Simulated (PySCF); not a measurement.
A structure optimised at PBE0-D3(BJ)/def2-SVP, used in a PySCF frequency run:

```xyz
12

C      0.7887    -1.3806     0.0000
C     -0.0608    -0.1483     0.0000
F     -1.3935    -0.4592     0.0000
C      0.3054     1.0815    -0.7567
C      0.3054     1.0815     0.7567
H      0.5803    -1.9899    -0.8927
H      1.8554    -1.1176     0.0000
H      0.5803    -1.9899     0.8927
H     -0.5139     1.6064    -1.2538
H      1.2608     1.1066    -1.2879
H     -0.5139     1.6064     1.2538
H      1.2608     1.1066     1.2879
```

**Question.** Write its SMILES, formula and point group.

**Answer.** CC1(F)CC1, C4H7F, Cs

**Question.** What are its rotational constants (standard atomic weights)?

**Answer.** 6.7219, 5.3310, 4.0034 GHz
